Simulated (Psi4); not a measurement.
Pair of molecules: SiH4 (SMILES [SiH4]) (first 5 atoms) with PH3 (SMILES P); geometry from B3LYP-D3(BJ)/def2-TZVP, rigid monomers moved along the line of their centres of mass till Si1···P6 is 7.41 Å.
(charge 0, multiplicity 1):
```xyz
9

Si    -0.22715    -0.01712     0.00445
H     -0.54674     1.34544     0.48455
H     -1.15567    -0.98986     0.62142
H      1.16441    -0.35825     0.37385
H     -0.37105    -0.06597    -1.46884
P      0.48422     0.22591     7.37559
H      1.19061     1.09027     6.50079
H      0.77831    -0.92912     6.60678
H     -0.75691     0.44507     6.72534
```

Method: SAPT0/jun-cc-pV(D+d)Z (Psi4 1.11).

Problem. Which attractive term is largest, and how does the interaction split up?

Solution. electrostatics 0.00, exchange 0.00, induction 0.00, dispersion -0.02, total -0.02 kcal/mol; the largest attraction is dispersion.
